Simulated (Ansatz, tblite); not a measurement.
Removing and adding an electron: InSn19H30, a doped nanocrystal cut from the lattice of tin (In on a surface site). Charge 0, multiplicity 2. Geometry: PBE-D4/def2-SVP. Ansatz, gas phase; energy differences of separate SCF runs; the oxidised species was run as a singlet alone; the reduced species was run as a singlet alone.

Cartesian coordinates in Å:
```
Sn 1.743 -2.572 1.927
Sn -0.147 -5.803 -0.868
Sn -2.701 -2.311 0.697
Sn -1.355 -2.425 -3.771
Sn 3.542 0.767 4.637
Sn -0.756 1.005 3.530
In 2.209 4.131 1.505
Sn 0.115 0.742 -0.898
Sn -4.130 1.122 -2.661
Sn -2.302 4.536 0.212
Sn 2.200 -4.433 -0.139
Sn 4.081 -1.194 2.691
Sn -0.406 -0.813 1.391
Sn 0.876 -0.775 -3.177
Sn -2.157 -3.946 -1.536
Sn -3.424 -0.729 -4.659
Sn 2.580 2.161 -0.722
Sn 1.570 2.592 3.773
Sn 0.150 5.850 0.665
Sn -1.879 2.553 -1.745
H 1.188 -3.496 3.300
H -0.690 -6.773 0.465
H 0.136 -6.872 -2.208
H -3.149 -3.325 2.037
H -4.042 -1.256 0.374
H -0.875 -3.510 -5.053
H 3.046 -0.077 6.074
H 5.032 1.578 5.018
H -1.079 0.053 4.950
H -2.194 1.925 3.199
H 3.903 4.572 1.270
H -4.876 0.285 -1.337
H -5.299 2.244 -3.290
H -2.918 3.722 1.615
H -3.571 5.572 -0.371
H 3.417 -5.567 0.366
H 2.822 -3.608 -1.533
H 5.222 -2.376 3.262
H 4.759 -0.484 1.260
H 2.329 -1.683 -2.900
H 1.177 0.315 -4.497
H -3.615 -4.780 -2.011
H -4.793 -1.697 -5.119
H -2.892 0.129 -6.073
H 3.912 1.071 -0.435
H 2.932 2.934 -2.248
H 1.223 3.589 5.168
H -0.208 7.077 1.849
H 0.459 6.702 -0.821
H -1.166 3.279 -3.163
```

In the def2 sets In, Sn take a core potential; there is no spin–orbit coupling. The xTB rows come from tblite. Single mean-field runs in def2-SVP are fitted with def2-universal-jkfit.

```tsv
level	−HOMO (eV)	vertical IE (eV)	−LUMO (eV)	vertical EA (eV)	HOMO–LUMO gap (eV)	IE − EA (eV)
GFN1-xTB	–	11.16	–	8.42	–	2.74
GFN2-xTB	–	11.66	–	9.16	–	2.50
PBE-D4/def2-SVP	5.34	6.74	4.95	3.56	0.38	3.18
PBE0-D4/def2-SVP	6.21	7.14	4.54	3.70	1.67	3.44
BHLYP-D4/def2-SVP	6.88	7.31	3.92	3.70	2.96	3.61
```

   HOMO and LUMO are the levels of the spin that leaves or enters (xTB has no such levels and no spin-polarisation term). Other spin states of the ions may lie lower, which would lower the ionisation energy or raise the affinity. Raw xTB energy differences between charge states are shifted by several eV; the methods need an empirical correction for them. Sets without diffuse functions give affinities that are too small.
